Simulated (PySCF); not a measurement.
C₂H₄N₂OSi, SMILES O[Si@H]1C=NC=N1. Atoms are numbered in the order given.

```xyz
10

O     -1.7233     0.0481     1.3293
Si    -0.6464     0.5342     0.1702
C      1.2284     0.4896     0.5807
N      1.8259    -0.2678    -0.2733
C      0.8519    -0.8491    -1.2013
N     -0.4006    -0.6163    -1.1570
H     -1.6638    -0.8636     1.6392
H     -1.1161     1.8579    -0.3034
H      1.8457     1.0038     1.3328
H      1.3112    -1.5150    -1.9505
```

Geometry: r2SCAN-D4/def2-SVP. The structure was generated by enumeration; whether it is a known compound was not checked. One conformer was computed; it need not be the lowest.

Two levels are set side by side: PBE/pcSseg-1 (PySCF) and HF/pcSseg-1 (PySCF). GIAO shifts against H2O (¹⁷O), NH3 (¹⁵N), TMS (²⁹Si), TMS (¹H), TMS (¹³C) at the same level; non-relativistic, no solvent, atoms listed together averaged. Differences are taken from unrounded values.

```csv
quantity,HF
δ(¹⁷O) of O1 (ppm),14.6
δ(²⁹Si) of Si2 (ppm),-14.3
δ(¹³C) of C3 (ppm),210.3
δ(¹⁵N) of N4 (ppm),464.6
δ(¹³C) of C5 (ppm),182.2
δ(¹⁵N) of N6 (ppm),297.3
δ(¹H) of H7 (ppm),2.25
δ(¹H) of H8 (ppm),4.77
δ(¹H) of H9 (ppm),9.85
δ(¹H) of H10 (ppm),9.09
```

### Question
What does PBE give, and how far is it from HF? (An estimate is asked for; the answer gives what the named calculation found.)

### Answer

```csv
quantity,PBE,PBE minus HF
δ(¹⁷O) of O1 (ppm),30.5,16.0
δ(²⁹Si) of Si2 (ppm),-3.5,10.8
δ(¹³C) of C3 (ppm),203.0,-7.3
δ(¹⁵N) of N4 (ppm),464.6,0.0
δ(¹³C) of C5 (ppm),178.7,-3.5
δ(¹⁵N) of N6 (ppm),312.9,15.6
δ(¹H) of H7 (ppm),1.54,-0.71
δ(¹H) of H8 (ppm),5.41,0.65
δ(¹H) of H9 (ppm),9.36,-0.49
δ(¹H) of H10 (ppm),9.17,0.08
```

Rough cost on one machine, each run with all the roots and properties that it gave: HF against PBE within a factor of 2.
